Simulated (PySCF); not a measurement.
Task: Write a Z-matrix for `C=C(C#N)[SiH](F)F` as optimised with PBE0-D3(BJ)/def2-SVP.

Result: 
Z-matrix in Å and degrees, rows numbered from 1:
```
C 
C   1  1.3462
C   2  1.4284  1  121.70
N   3  1.1602  2  176.91  1   173.50
Si  2  1.8674  1  120.00  3   179.57
F   5  1.6132  2  105.72  1    -3.44
F   5  1.6090  2  109.69  1   112.28
H   1  1.0932  2  120.33  3  -179.54
H   1  1.0940  2  121.75  3     0.52
H   5  1.4749  2  114.96  1  -124.89
```

Si5 (fluorine-bound silicon) is distorted tetrahedral (angles from 105.7° to 115.0°). Of the pairs four or more bonds apart, F6···H8 is among the closest relative to their van der Waals radii: 2.50 Å, 94 % of the sum of Bondi's values. The C–C distances run from 1.346 Å (C1=C2, drawn double) to 1.428 Å (C2–C3, drawn single), a spread of 0.082 Å.

Method: PBE0-D3(BJ)/def2-SVP geometry optimisation, gas phase (PySCF 2.14.0).

Point group: C1 (no symmetry element, even within 0.4 Å). Not checked by PBE0-D3(BJ)/def2-SVP frequencies. One conformer, not necessarily the lowest (C1–C2–Si5–F6 -3°).
